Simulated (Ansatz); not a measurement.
(CuBr)2 ring (Cu₂Br₂). Total charge 0; singlet. Geometry r2SCAN-D4/def2-SVP; atoms count from 1.

Cartesian coordinates in Å:
```
Cu -0.0538 1.0920 0.3310
Br -1.8312 -0.3659 0.9094
Cu 0.0538 -1.0920 -0.3310
Br 1.8312 0.3659 -0.9094
```

(1) Estimate the Mulliken populations from the PBE0/def2-TZVP orbitals of Ansatz.

(2) And the Mayer bond orders between bonded heavy atoms (over 0.3)?

## Answers

(1) 
| atom | charge (e) | d electrons |
| --- | --- | --- |
| Cu1 | 0.33 | 9.92 |
| Br2 | -0.33 | – |
| Cu3 | 0.33 | 9.92 |
| Br4 | -0.33 | – |
Mulliken values and Mayer orders depend strongly on the basis.

(2) Cu1–Br2 0.60 (2.37 Å); Cu1–Br4 0.60 (2.37 Å); Br2–Cu3 0.60 (2.37 Å); Cu3–Br4 0.60 (2.37 Å).
